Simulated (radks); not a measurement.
Ionisation of neutral erbium, [Xe] 4f12 6s2, to [Xe] 4f12 6s1 as the strength of local exchange is varied. All-electron calculation, scalar-relativistic Kohn-Sham, Slater X-alpha exchange (alpha = 2/3 is LDA exchange), no correlation, spin-unpolarised, spherical densities, point nucleus. Program: a radial shooting solver on a logarithmic mesh with Libxc functionals.

| alpha | E(Er) (hartree) | exchange (hartree) | IE (eV) | -e of the level emptied (eV) | <r> of it (bohr) |
|---|---|---|---|---|---|
| 0.623 | -13053.9802 | -244.8347 | 5.520 | 2.974 (6s) | 4.123 |
| 0.632 | -13057.5326 | -248.4478 | 5.561 | 3.011 (6s) | 4.113 |
| 0.667 | -13071.3574 | -262.5184 | 5.725 | 3.158 (6s) | 4.075 |
| 0.681 | -13076.8920 | -268.1555 | 5.792 | 3.218 (6s) | 4.060 |
| 0.991 | -13200.1091 | -394.2695 | 7.406 | 4.710 (6s) | 3.737 |
| 0.999 | -13203.3057 | -397.5566 | 7.451 | 4.752 (6s) | 3.729 |

NIST Atomic Spectra Database: 6.108 eV (measured). The Delta-SCF value meets it near alpha = 0.74. Spin polarisation and multiplet splitting are left out, so open shells lie too high by an amount that depends on their filling. Spin-orbit splitting is averaged out at the scalar-relativistic level.

Beside tabulated values, note that spin-unpolarised runs miss the spin-polarisation part of the exchange energy of open shells.
